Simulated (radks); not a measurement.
Spherical jellium clusters: N electrons in a uniform positive sphere of charge N and radius rs N^(1/3), rs = 4.54 bohr. Method: non-relativistic Kohn-Sham, PBEsol, spin-polarised, spherical densities; computed with a radial shooting solver with Libxc functionals. Levels are named by radial order and angular momentum (1s, 1p, 1d, 2s, ...), and open shells are averaged over m.

N = 4, configuration 1s2 1p(up 2, down 0). This is the lowest configuration that the search found. Occupied levels:

| level | occupation | eigenvalue (eV) | <r> (bohr) |
|---|---|---|---|
| 1s up | 1 | -3.7915 | 5.183 |
| 1s down | 1 | -3.3175 | 4.854 |
| 1p up | 2 | -2.4812 | 6.410 |

Energy (eV): total -6.28933, kinetic 5.9442, external -70.178, Hartree 34.212, exchange-correlation -12.515, background 36.248.

Electron density:

| r (bohr) | n(r) (e/bohr^3) |
|---|---|
| 0.858 | 0.003346 |
| 1.78 | 0.003375 |
| 2.70 | 0.003338 |
| 3.62 | 0.003132 |
| 4.54 | 0.002688 |
| 5.46 | 0.002046 |
| 6.38 | 0.001351 |
| 7.30 | 0.0007672 |
| 8.22 | 0.0003803 |
| 9.14 | 0.0001720 |
| 10.1 | 0.00007460 |
| 11.0 | 0.00003178 |
| 11.9 | 0.00001342 |
